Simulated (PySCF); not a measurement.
PySCF input (BP86/6-31G* (5d)):

```python
from pyscf import gto, dft

mol = gto.M(
    atom='''
    O    -0.97746000    1.38093600   -0.09012500
    B    -0.64327800    0.09300000   -0.04416700
    O    -1.28882400   -1.07189500   -0.06975900
    P     1.32792600   -0.17854900    0.09420400
    H    -1.90437800    1.64726100   -0.16139900
    H    -2.25266000   -1.10469400   -0.13874700
    H     2.05238500    1.01317300    0.19815200
    H     1.84855700   -0.85847300   -1.01356800
    H     1.68387400   -0.95636900    1.20240300
    ''',
    basis='6-31g*',
    charge=1,
    spin=0,
    verbose=4,
)

mf = dft.RKS(mol, xc='bp86')
mf.grids.level = 3
mf.conv_tol = 1e-9
mf.max_cycle = 100
mf.max_memory = 1500
mf.kernel()
if not mf.converged:
    mf = mf.newton()
    mf.kernel(mf.make_rdm1())
mf.dip_moment()
```

Output:

```
PySCF version 2.14.0

[INPUT] verbose = 4
[INPUT] num. atoms = 9
[INPUT] num. electrons = 40
[INPUT] charge = 1
[INPUT] spin (= nelec alpha-beta = 2S) = 0
[INPUT] symmetry False subgroup None
[INPUT] Mole.unit = angstrom
[INPUT] Symbol           X                Y                Z      unit          X                Y                Z       unit  Magmom
[INPUT]  1 O     -0.977460000000   1.380936000000  -0.090125000000 AA   -1.847131697717   2.609590835552  -0.170311566976 Bohr   0.0
[INPUT]  2 B     -0.643278000000   0.093000000000  -0.044167000000 AA   -1.215619241958   0.175744529585  -0.083463533744 Bohr   0.0
[INPUT]  3 O     -1.288824000000  -1.071895000000  -0.069759000000 AA   -2.435524382766  -2.025587984291  -0.131825404724 Bohr   0.0
[INPUT]  4 P      1.327926000000  -0.178549000000   0.094204000000 AA    2.509416453689  -0.337408709815   0.178019759839 Bohr   0.0
[INPUT]  5 H     -1.904378000000   1.647261000000  -0.161399000000 AA   -3.598752857647   3.112872145677  -0.304999906779 Bohr   0.0
[INPUT]  6 H     -2.252660000000  -1.104694000000  -0.138747000000 AA   -4.256910451763  -2.087569111450  -0.262193830605 Bohr   0.0
[INPUT]  7 H      2.052385000000   1.013173000000   0.198152000000 AA    3.878445552165   1.914619486804   0.374453011035 Bohr   0.0
[INPUT]  8 H      1.848557000000  -0.858473000000  -1.013568000000 AA    3.493266455648  -1.622278855334  -1.915365928623 Bohr   0.0
[INPUT]  9 H      1.683874000000  -0.956369000000   1.202403000000 AA    3.182060688276  -1.807275484024   2.272212361355 Bohr   0.0

nuclear repulsion = 158.516256487259
number of shells = 36
number of NR pGTOs = 152
number of NR cGTOs = 70
basis = 6-31g*
ecp = {}

******** <class 'pyscf.dft.rks.RKS'> ********
method = RKS
initial guess = minao
damping factor = 0
level_shift factor = 0
DIIS = <class 'pyscf.scf.diis.CDIIS'>
diis_start_cycle = 1
diis_space = 8
diis_damp = 0
SCF conv_tol = 1e-09
SCF conv_tol_grad = None
SCF max_cycles = 100
direct_scf = True
direct_scf_tol = 1e-13
XC library pyscf.dft.libxc version 7.1.2
    S. Lehtola, C. Steigemann, M. J. T. Oliveira, and M. A. L. Marques,  SoftwareX 7, 1–5 (2018)
XC functionals = bp86
    A. D. Becke,  Phys. Rev. A 38, 3098 (1988)
    J. P. Perdew,  Phys. Rev. B 33, 8822 (1986)
    J. P. Perdew,  Phys. Rev. B 34, 7406–7406 (1986)
radial grids:
    Treutler-Ahlrichs [JCP 102, 346 (1995); DOI:10.1063/1.469408] (M4) radial grids

becke partition: Becke, JCP 88, 2547 (1988); DOI:10.1063/1.454033
pruning grids: <function nwchem_prune>
grids dens level: 3
symmetrized grids: False
atomic radii adjust function: <function treutler_atomic_radii_adjust>
small_rho_cutoff = 0
Set gradient conv threshold to 3.16228e-05
Initial guess from minao.
tot grids = 110432
init E= -520.068139128549
  HOMO = -0.370647852757043  LUMO = -0.095651300194433  gap/eV = 7.48304
cycle= 1 E= -519.322776062914  delta_E= 0.745  |g|= 0.939  |ddm|= 2.71
  HOMO = -0.30988154997747  LUMO = -0.22700765810735  gap/eV = 2.25511
cycle= 2 E= -518.861521202069  delta_E= 0.461  |g|= 1.78  |ddm|= 1.79
  HOMO = -0.486964126040435  LUMO = -0.237085027728231  gap/eV = 6.79956
cycle= 3 E= -519.484721971049  delta_E= -0.623  |g|= 0.108  |ddm|= 1.28
  HOMO = -0.486618869557192  LUMO = -0.247476181523401  gap/eV = 6.50740
cycle= 4 E= -519.487041248645  delta_E= -0.00232  |g|= 0.0545  |ddm|= 0.14
  HOMO = -0.480768347743429  LUMO = -0.243718600075976  gap/eV = 6.45045
cycle= 5 E= -519.487631769015  delta_E= -0.000591  |g|= 0.0285  |ddm|= 0.0634
  HOMO = -0.480776627268468  LUMO = -0.243125235896517  gap/eV = 6.46682
cycle= 6 E= -519.487787654482  delta_E= -0.000156  |g|= 0.00515  |ddm|= 0.0214
  HOMO = -0.481504026642622  LUMO = -0.243344682301035  gap/eV = 6.48065
cycle= 7 E= -519.487794669019  delta_E= -7.01e-06  |g|= 0.000701  |ddm|= 0.00631
  HOMO = -0.481564014554686  LUMO = -0.243350535267191  gap/eV = 6.48212
cycle= 8 E= -519.487794778114  delta_E= -1.09e-07  |g|= 6.72e-05  |ddm|= 0.000551
  HOMO = -0.481564888152687  LUMO = -0.243347989045296  gap/eV = 6.48221
cycle= 9 E= -519.487794779287  delta_E= -1.17e-09  |g|= 1.62e-05  |ddm|= 9.74e-05
  HOMO = -0.481564331633945  LUMO = -0.243349218500225  gap/eV = 6.48216
cycle= 10 E= -519.487794779369  delta_E= -8.28e-11  |g|= 5.8e-06  |ddm|= 3.09e-05
  HOMO = -0.48156450413274  LUMO = -0.243348194099562  gap/eV = 6.48220
Extra cycle  E= -519.487794779368  delta_E= 1.59e-12  |g|= 6.53e-06  |ddm|= 1.62e-05
converged SCF energy = -519.487794779368

WARN: System has nonzero charge 1; the dipole moment is origin-dependent.
Location of origin: [0. 0. 0.]

Dipole moment(X, Y, Z, Debye):  0.24134, -0.07963,  0.00268
```

The dipole moment of an ion depends on the origin.

The geometry given is a B3LYP-D3(BJ)/def2-TZVP minimum.
